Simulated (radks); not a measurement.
Results of a calculation; reference values are marked as such.
Spherical quantum dot in the effective-mass picture: electrons in a parabolic well V = omega^2 r^2 / 2 with omega = 2.16, with a point charge +1 (a donor) at the centre, all in effective atomic units (hartree* = m*/eps^2 hartree, bohr* = eps/m* bohr), one dielectric constant everywhere. Level of theory: non-relativistic Kohn-Sham, PBEsol, spin-polarised, spherical densities (a radial shooting solver with Libxc functionals). Levels are named by radial order and angular momentum (1s, 1p, 1d, 2s, ...), and open shells are averaged over m. Results are scaled to m* = 0.151 and eps = 18, for which hartree* = 12.68 meV and bohr* = 6.308 nm.

N = 4, configuration 1s2 1p(up 2, down 0). This is the lowest configuration that the search found. Occupied and some empty levels:

| level | occupation | eigenvalue (meV) | <r> (nm) |
|---|---|---|---|
| 1s up | 1 | 62.376 | 4.650 |
| 1s down | 1 | 64.453 | 4.579 |
| 1p up | 2 | 91.311 | 6.598 |
| 1p down | 0 | 94.090 | 6.606 |
| 2s up | 0 | 113.73 | 7.195 |
| 2s down | 0 | 115.51 | 7.267 |
| 1d up | 0 | 117.53 | 7.927 |
| 1d down | 0 | 120.19 | 7.981 |
| 1f up | 0 | 143.72 | 9.032 |
| 1f down | 0 | 146.03 | 9.099 |

Energy (meV): total 216.866, kinetic 110.90, external 36.100, Hartree 102.52, exchange-correlation -32.654.
